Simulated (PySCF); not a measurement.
**Fe¹²⁺: ionisation energy**

Fe¹²⁺ [Ne] 3s2 3p2 (3P) → Fe¹³⁺ [Ne] 3s2 3p1 (2P), as a difference of total energies. Calculation: PySCF 2.14, in an even-tempered Gaussian basis (19 s from 0.69 bohr⁻², ratio 2.5; 12 p from 0.9 bohr⁻², ratio 2.5; 5 d from 5 bohr⁻², ratio 2.7; 4 f from 7.5 bohr⁻², ratio 2.7); scalar relativity by spin-free X2C-1e. Correlated levels: outer shells: 1s2 frozen; virtual orbitals above 40 to 60 times the deepest correlated orbital energy dropped. The calculations carry no spin-orbit coupling.

| method | ionisation energy (eV) |
| --- | --- |
| UHF | 358.41 |
| MP2 (outer shells) | 358.99 |
| SCS-MP2 (outer shells) | 358.84 |
| CCSD (outer shells) | 358.94 |
| CCSD(T) (outer shells) | 358.94 |

Task: How much does correlation contribute at CCSD(T) (outer shells)?

Result: 358.94 − (358.41) = 0.53 eV, measured against UHF.

A first-order spin-orbit estimate (lowest level to lowest level, LS coupling) adds -0.063 eV.

For comparison: 361 ± 0.7 eV (semi-empirical (NIST evaluation); NIST Atomic Spectra Database, ionization energies).
